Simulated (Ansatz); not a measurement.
Ansatz (a first-principles code) input (B3LYP/6-31G* with LANL2DZ past Ar): The .json file joins the Basis Set Exchange's 6-31G* for atoms up to Ar and LANL2DZ past it.

Ansatz 0.2 input:
```yaml
crystal:
  periodic: [false, false, false]
  atoms:
    - {symbol: Zr, position_ang: [-0.00000000, 0.00000000, 0.00000000]}
    - {symbol: F, position_ang: [1.88532173, -0.28673093, -0.17314437]}
    - {symbol: F, position_ang: [-0.88962451, -0.44385382, 1.63651876]}
    - {symbol: F, position_ang: [-0.99569722, 0.73058474, -1.46337439]}
basis:
  gaussian:
    orbitals: 6-31Gs+LANL2DZ.json
hamiltonian:
  xc: {name: B3LYP}
magnetization: {spin_polarized: true, initial_magnetization: 1}
output: {forces: true}
```

Output:

```
WARN ansatz: RAYON_NUM_THREADS=1 ignored (pool sized by the plan → 1); use --threads N
Functional definition: B3LYP
integrals: 0.02 GiB planned
668 factors; integrals over basis functions are off by at most 3.7e-4 eV
mean field: 0.30 GiB planned
mean field evaluation 1: about -9417.2897 eV, gradient 4.3e1 eV
mean field evaluation 2: about -9372.4917 eV, gradient 1.2e2 eV
mean field evaluation 4: about -9423.3105 eV, gradient 2.5e0 eV
mean field evaluation 8: about -9423.3912 eV, gradient 7.3e-2 eV
mean field evaluation 16: about -9423.3912 eV, gradient 5.1e-5 eV
mean field -9423.39124025 eV, -346.3032406753 hartree, gradient 5.1e-5 eV, S^2 0.750803; 1 other end points of the search recorded, 0 dependent functions left out
the calculation of the forces begins
reference -9423.39151471 eV, -346.3032507615 hartree; 20, 19 occupied and 47, 48 virtual orbitals, 668 factors
Total energy: -9423.39151471 eV, -346.3032507615 hartree
Atom 0 at    -0.000000     0.000000     0.000000 Å, force     0.000028    -0.000004    -0.000003 eV/Å
Atom 1 at     1.885322    -0.286731    -0.173144 Å, force    -0.258915     0.039377     0.023778 eV/Å
Atom 2 at    -0.889625    -0.443854     1.636519 Å, force     0.122158     0.060978    -0.224799 eV/Å
Atom 3 at    -0.995697     0.730585    -1.463374 Å, force     0.136729    -0.100351     0.201023 eV/Å
Dipole moment:    -0.000000     0.000000     0.000000 e Å
```
